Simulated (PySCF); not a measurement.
**Orbital levels and atomic charges**

System: 3x3x3 CaS rock-salt block ([Ca14S13]2+).

Cartesian coordinates (Å):
```
  1 Ca   -2.706   -2.707   -2.711
  2 S    -2.804   -2.804   -0.002
  3 Ca   -2.707   -2.709    2.707
  4 S    -2.803    0.001   -2.803
  5 Ca   -2.959    0.000   -0.002
  6 S    -2.804    0.000    2.804
  7 Ca   -2.707    2.710   -2.709
  8 S    -2.804    2.802    0.000
  9 Ca   -2.709    2.709    2.708
 10 S     0.002   -2.803   -2.804
 11 Ca    0.000   -2.958    0.000
 12 S     0.000   -2.803    2.803
 13 Ca    0.000    0.000   -2.957
 14 S    -0.002   -0.001    0.000
 15 Ca   -0.002   -0.002    2.958
 16 S     0.002    2.803   -2.802
 17 Ca   -0.002    2.954    0.001
 18 S     0.000    2.802    2.804
 19 Ca    2.713   -2.708   -2.710
 20 S     2.802   -2.803    0.000
 21 Ca    2.710   -2.710    2.709
 22 S     2.802    0.001   -2.801
 23 Ca    2.953   -0.001    0.000
 24 S     2.801    0.000    2.805
 25 Ca    2.713    2.711   -2.710
 26 S     2.802    2.803    0.001
 27 Ca    2.711    2.711    2.711
```

Method: PBE0/def2-SVP, gas phase, PySCF, fitting set def2-universal-JFIT up to Ne and JKFIT beyond, grid level 1.

(1) Give the orbital energies near the gap.

(2) Give the partial charges of the non-hydrogen atoms.

## Answers

(1) 
```
orbital      eV
 HOMO-4  -10.43
 HOMO-3  -10.43
 HOMO-2   -9.84
 HOMO-1   -9.84
   HOMO   -9.84
   LUMO   -5.42
 LUMO+1   -5.06
 LUMO+2   -5.06
 LUMO+3   -5.06
```

(2) 
```tsv
atom	Mulliken	IAO	Hirshfeld
Ca1	0.90	1.69	0.64
S2	-0.82	-1.62	-0.40
Ca3	0.90	1.69	0.64
S4	-0.82	-1.62	-0.40
Ca5	0.89	1.59	0.32
S6	-0.82	-1.62	-0.40
Ca7	0.90	1.69	0.64
S8	-0.82	-1.62	-0.40
Ca9	0.90	1.69	0.64
S10	-0.82	-1.62	-0.40
Ca11	0.89	1.59	0.32
S12	-0.82	-1.62	-0.40
Ca13	0.89	1.59	0.32
S14	-0.76	-1.55	-0.25
Ca15	0.89	1.59	0.32
S16	-0.82	-1.62	-0.40
Ca17	0.89	1.59	0.32
S18	-0.82	-1.62	-0.40
Ca19	0.90	1.69	0.64
S20	-0.82	-1.62	-0.40
Ca21	0.90	1.69	0.64
S22	-0.82	-1.62	-0.40
Ca23	0.89	1.59	0.32
S24	-0.81	-1.62	-0.40
Ca25	0.90	1.69	0.64
S26	-0.82	-1.62	-0.40
Ca27	0.90	1.69	0.64
```
